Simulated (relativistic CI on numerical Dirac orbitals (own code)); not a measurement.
Sr⁹⁺: q coefficients and field-shift factors

These numbers are calculated, not measured: Dirac-Coulomb-Breit CI, KLI orbitals optimised for each configuration, derivatives by finite differences, unscaled Slater integrals, QED left out (own radial code, finite nucleus).

Configurations in the expansion (outside the closed core [Ar]): 3d¹⁰4s, 3d¹⁰4p, 3d¹⁰4d, 3d¹⁰4f, 3d¹⁰5s, 3d¹⁰5p, 3d¹⁰5d, 3d⁹4s². Levels of other configurations are missing.

With x = (α/α₀)² − 1 an excitation energy changes as ω = ω₀ + qx; K = 2q/ω₀ is the relative enhancement. Terms are leading LS components, so labels can repeat. The field-shift factor is F = δν/δ⟨r²⟩ for the transition from the lowest level.

Lowest level 3d¹⁰4s ²S1/2.

| Level | ω₀ (cm⁻¹) | q (cm⁻¹) | F (GHz/fm²) |
| --- | --- | --- | --- |
| 3d¹⁰4p ²P°1/2 | 173901 | 6208 | -16.9 |
| 3d¹⁰4p ²P°3/2 | 188813 | 21800 | -17 |
| 3d¹⁰4d ²D3/2 | 462210 | 23270 | -16.6 |
| 3d¹⁰4d ²D5/2 | 464398 | 25470 | -16.6 |
| 3d¹⁰5s ²S1/2 | 662540 | 14490 | -9.79 |
| 3d¹⁰4f ²F°7/2 | 713937 | 23710 | -16 |
| 3d¹⁰4f ²F°5/2 | 714011 | 23790 | -16 |
| 3d¹⁰5p ²P°1/2 | 734087 | 16560 | -16.2 |
| 3d¹⁰5p ²P°3/2 | 740047 | 22780 | -16.3 |
| 3d¹⁰5d ²D3/2 | 855757 | 23380 | -16.1 |
| 3d¹⁰5d ²D5/2 | 856707 | 24330 | -16.1 |
| 3d⁹4s² ²D5/2 | 948856 | -44940 | 22.5 |
| 3d⁹4s² ²D3/2 | 963176 | -30780 | 22.6 |

At this charge energies of transitions that change n are usually good to better than 1 %, and those within a shell (Δn = 0) to a few per cent.

(1) Which transition from the lowest level has the largest |K|?

Answers

(1) 3d¹⁰4p ²P°3/2 at 188813 cm⁻¹, K = 0.231.
